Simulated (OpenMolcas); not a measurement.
Ce3+: effect of the ligand basis

Ce3+ with 2 ligands (fluoride) in linear coordination (D∞h) at 2.06 Å.

```yaml
Program: OpenMolcas
Method: CASSCF
Spin-orbit_coupling: RASSI with atomic mean-field integrals over the reference wave functions
```

Fixed: metal basis ANO-RCC-VTZP, active space 1 electron in 7 orbitals (4f), DKH2 Hamiltonian.

States (labels by Λ). Energies in cm-1 above the lowest state or level, χT in cm3 K/mol.

```csv
Run,Ligand basis,Ground state,First state of that spin,First gap with spin-orbit (degeneracies),χT at 300 K,Cost
A,ANO-RCC-VDZP,2Φ,2Δ 973.0,"1216 (2, 2)",0.640,roughly 13 core-seconds
B,ANO-RCC-VTZP,2Φ,2Δ 1030,"1275 (2, 2)",0.636,roughly 19 core-seconds
```

Costs are those of the RASSCF and RASSI steps.

No measured value stands beside these numbers; the geometry is a model, was not optimised and need not be the one that this ion takes.
